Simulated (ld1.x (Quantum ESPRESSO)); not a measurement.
**What the settings do to the PAW potential of Nb (Z = 41)**

Base potential:

ld1.x (Quantum ESPRESSO) 7.5 input, shortened:

```
&input
   title='Nb', zed=41., rel=1, dft='BLYP', iswitch=3,
   config='[Kr] 4d4 5s0 5p0'
 /
 &inputp
   pseudotype=3, lpaw=.true., tm=.true., lloc=-2, rcloc=1.85,
   nlcc=.true., new_core_ps=.true.,
   which_augfun='BESSEL', rmatch_augfun=1.35
 /
6
5S  1  0   0.00   0.00  2.10  2.55  0.0
5S  1  0   0.00   2.25  2.10  2.55  0.0
5P  2  1   0.00   0.00  2.80  3.45  0.0
5P  2  1   0.00   0.55  2.80  3.45  0.0
4D  3  2   4.00   0.00  1.70  2.30  0.0
4D  3  2   0.00  -0.30  1.70  2.30  0.0
 &test
   configts(1)='4d4 5s0 5p0'
 /
```

Cutoffs, loose and tight: the cutoffs (Ry, on a coarse ladder) from which the occupation-weighted sum of valence levels, in a spherical-Bessel basis at the reference potential, stays within 10 and 1 mRy of its value at 400 Ry. They do not see the model core or the augmentation charge, which bear on the density cutoff. Test errors are all-electron minus pseudo excitation energies from the reference, over the configurations 4d4 5s1 5p0; 4d3 5s0 5p0; 4d2 5s0 5p0; 4d4 5s0.5 5p0; 4d4 5s0 5p1; 4d3 5s2 5p0; 4d1 5s0 5p0. A dash means not determined; rows that change the core or the reference have their own tests. The largest error is taken over the tests solved by every variant that gives reliable tests at all: 4d2 5s0 5p0; 4d3 5s0 5p0; 4d4 5s0 5p1.

A true bound ghost makes a file unfit for plane-wave use even where its test errors are small: the radial tests pick states by their node count and pass the ghost by. Where a test does run into it, the solver fails or the error is huge.

Cutoffs are not given where the Bessel-basis levels miss the radial ones by over 6 mRy, ghosts where they miss by over 20 mRy; a channel whose overlap is not positive is not tested.

A file whose overlap is not positive is unfit for use, and its test errors describe a broken file.

| change | outcome | cutoff, loose | cutoff, tight | bound ghosts | largest test error (meV) |
| --- | --- | --- | --- | --- | --- |
| base | generated, overlap not positive | – | – | not determined (overlap not positive) | -567 |
| local potential all-electron potential smoothed inside 1.40 bohr (lloc = -2) | generated, overlap not positive | – | – | not determined (overlap not positive) | -545 |
| local potential all-electron potential smoothed inside 1.64 bohr (lloc = -2) | generated, overlap not positive | – | – | not determined (overlap not positive) | -547 |
| local potential all-electron potential smoothed inside 2.02 bohr (lloc = -2) | generated, overlap not positive | – | – | not determined (overlap not positive) | -560 |
| local potential all-electron potential smoothed inside 2.20 bohr (lloc = -2) | generated | 18 Ry | 30 Ry | s | -563 |
| local potential all-electron potential smoothed inside 2.52 bohr (lloc = -2) | generated, overlap not positive | – | – | not determined (overlap not positive) | -545 |
| local potential all-electron potential smoothed inside 2.78 bohr (lloc = -2) | generated, overlap not positive | – | – | not determined (overlap not positive) | -547 |
| local potential all-electron potential smoothed inside 3.18 bohr (lloc = -2) | generated | 18 Ry | 30 Ry | s | -554 |
| local potential all-electron potential smoothed inside 3.44 bohr (lloc = -2) | generated | 18 Ry | 30 Ry | s | test run stopped at test 1 of 7 (negative rho) |
| local potential all-electron potential smoothed inside 3.62 bohr (lloc = -2) | generated | 18 Ry | 30 Ry | none | test run stopped at test 1 of 7 (negative rho) |
| local potential all-electron potential smoothed inside 4.04 bohr (lloc = -2) | generated | 18 Ry | 30 Ry | none | test run stopped at test 1 of 7 (negative rho) |

Reading the sweep of the rcloc (base included, trends over the rows without a ghost): Bound ghosts are found at 2.2, 3.18, 3.44 bohr.
